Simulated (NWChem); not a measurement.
Everything below was run with NWChem. System: CH8AlN, charge 0, spin multiplicity 1, at a geometry optimised with B3LYP/def2-SVP. The structure started from a generated list of species. Level: RHF/def2-TZVP.

Job file:

```
start mol
memory heap 200 mb stack 800 mb global 1000 mb
geometry units angstroms nocenter noautoz noautosym
  Al    -0.435628    -0.331052     0.469193
  H      0.221973    -1.456500     1.407554
  H     -1.953966    -0.576081     0.006254
  C      0.159347     1.546032     0.723974
  H     -0.278341     1.965139     1.648369
  H     -0.155791     2.218382    -0.095065
  H      1.254978     1.645996     0.831629
  N      0.511625    -0.847125    -1.327303
  H      0.230984    -0.237263    -2.099668
  H      0.274775    -1.805274    -1.597392
  H      1.531093    -0.797042    -1.253919
end
basis spherical
  * library def2-tzvp
end
scf
  rhf
  nopen 0
  maxiter 100
  thresh 1e-7
  semidirect memsize 60000000 filesize 0
end
task scf energy
```

NWChem printed:

```
             Northwest Computational Chemistry Package (NWChem) 7.3.0
             --------------------------------------------------------

                                NWChem Input Module
                                -------------------

 Scaling coordinates for geometry "geometry" by  1.889725989
 (inverse scale =  0.529177249)

                             Geometry "geometry" -> ""
                             -------------------------

 Output coordinates in angstroms (scale by  1.889725989 to convert to a.u.)

  No.       Tag          Charge          X              Y              Z
 ---- ---------------- ---------- -------------- -------------- --------------
    1 Al                  13.0000    -0.43562800    -0.33105200     0.46919300
    2 H                    1.0000     0.22197300    -1.45650000     1.40755400
    3 H                    1.0000    -1.95396600    -0.57608100     0.00625400
    4 C                    6.0000     0.15934700     1.54603200     0.72397400
    5 H                    1.0000    -0.27834100     1.96513900     1.64836900
    6 H                    1.0000    -0.15579100     2.21838200    -0.09506500
    7 H                    1.0000     1.25497800     1.64599600     0.83162900
    8 N                    7.0000     0.51162500    -0.84712500    -1.32730300
    9 H                    1.0000     0.23098400    -0.23726300    -2.09966800
   10 H                    1.0000     0.27477500    -1.80527400    -1.59739200
   11 H                    1.0000     1.53109300    -0.79704200    -1.25391900

 Effective nuclear repulsion energy (a.u.)     110.0962717065

            Nuclear Dipole moment (a.u.)
            ----------------------------
        X                 Y               Z
 ---------------- ---------------- ----------------
    -0.0000037795    -0.0000037795    -0.0000113384


 Summary of "ao basis" -> "" (spherical)
 ------------------------------------------------------------------------------
       Tag                 Description            Shells   Functions and Types
 ---------------- ------------------------------  ------  ---------------------
[...]
 Vector   19  Occ=0.000000D+00  E= 1.228315D-01
              MO Center= -3.0D-01,  2.6D-02,  4.7D-01, r^2= 1.0D+01
   Bfn.  Coefficient  Atom+Function         Bfn.  Coefficient  Atom+Function
  ----- ------------  ---------------      ----- ------------  ---------------
    54      4.297909   4 C  s                19     -2.078046   1 Al py
     5     -1.677852   1 Al s                89     -0.702301   6 H  s
    95     -0.698706   7 H  s                62     -0.610353   4 C  py
    83     -0.577541   5 H  s                20     -0.565741   1 Al pz
    18     -0.473015   1 Al px               53     -0.467387   4 C  s

 Vector   20  Occ=0.000000D+00  E= 1.484060D-01
              MO Center= -9.8D-01, -8.8D-01,  9.7D-01, r^2= 8.2D+00
   Bfn.  Coefficient  Atom+Function         Bfn.  Coefficient  Atom+Function
  ----- ------------  ---------------      ----- ------------  ---------------
    20      1.505484   1 Al pz               18     -1.358589   1 Al px
   138      1.251186  10 H  s                83      1.063386   5 H  s
    19     -0.875682   1 Al py               63     -0.787750   4 C  pz
    46     -0.763457   3 H  s                40     -0.733879   2 H  s
   111      0.630673   8 N  py              112      0.482843   8 N  pz

------------------------------------------------------------
EAF file 0: "./mol.aoints.0" size=524288 bytes
------------------------------------------------------------
               write      read    awrite     aread      wait
               -----      ----    ------     -----      ----
     calls:        1        18         0         0         0
   data(b): 5.24e+05  9.44e+06  0.00e+00  0.00e+00
   time(s): 0.00e+00  0.00e+00  0.00e+00  0.00e+00  0.00e+00
rate(mb/s): 0.00e+00  0.00e+00
------------------------------------------------------------

 center of mass
 --------------
 x =  -0.04776121 y =  -0.03954246 z =   0.04951793

 moments of inertia (a.u.)
 ------------------
         394.944599439283          -3.399341590456          55.559995024914
          -3.399341590456         242.936222188265        -113.546880380963
          55.559995024914        -113.546880380963         274.362219628783

  Mulliken analysis of the total density
  --------------------------------------

    Atom       Charge   Shell Charges
 -----------   ------   -------------------------------------------------------
    1 Al  13    12.51   2.00  0.65  1.33  0.64  0.24  2.92  2.28  0.82  0.97  0.30  0.16  0.14  0.05
    2 H    1     1.20   0.23  0.57  0.40  0.00
    3 H    1     1.20   0.23  0.57  0.40  0.00
    4 C    6     6.64   0.85  1.12  0.47  0.69  0.12  1.23  1.50  0.61  0.01  0.03  0.00
    5 H    1     0.89   0.26  0.49  0.12  0.02
    6 H    1     0.90   0.26  0.49  0.13  0.02
    7 H    1     0.90   0.26  0.49  0.13  0.02
    8 N    7     7.61   0.82  1.16  0.52  0.86  0.14  1.50  1.82  0.77  0.01  0.03  0.00
    9 H    1     0.71   0.25  0.38  0.04  0.03
   10 H    1     0.71   0.25  0.38  0.04  0.03
   11 H    1     0.71   0.25  0.38  0.04  0.03

       Multipole analysis of the density wrt the origin
       ------------------------------------------------

     L   x y z        total         open         nuclear
     -   - - -        -----         ----         -------
     0   0 0 0      0.000000      0.000000     34.000000

     1   1 0 0      1.021540      0.000000     -0.000004
     1   0 1 0     -0.391983      0.000000     -0.000004
     1   0 0 1     -1.833343      0.000000     -0.000011

     2   2 0 0    -23.436312      0.000000     44.526789
     2   1 1 0     -1.883815      0.000000      1.868789
     2   1 0 1     -2.630028      0.000000    -30.933956
     2   0 2 0    -23.372029      0.000000    138.148458
     2   0 1 1      3.555499      0.000000     68.893239
     2   0 0 2    -18.049720      0.000000    115.239679

 Task  times  cpu:       28.1s     wall:       28.1s

 Total times  cpu:       28.1s     wall:       28.1s
```
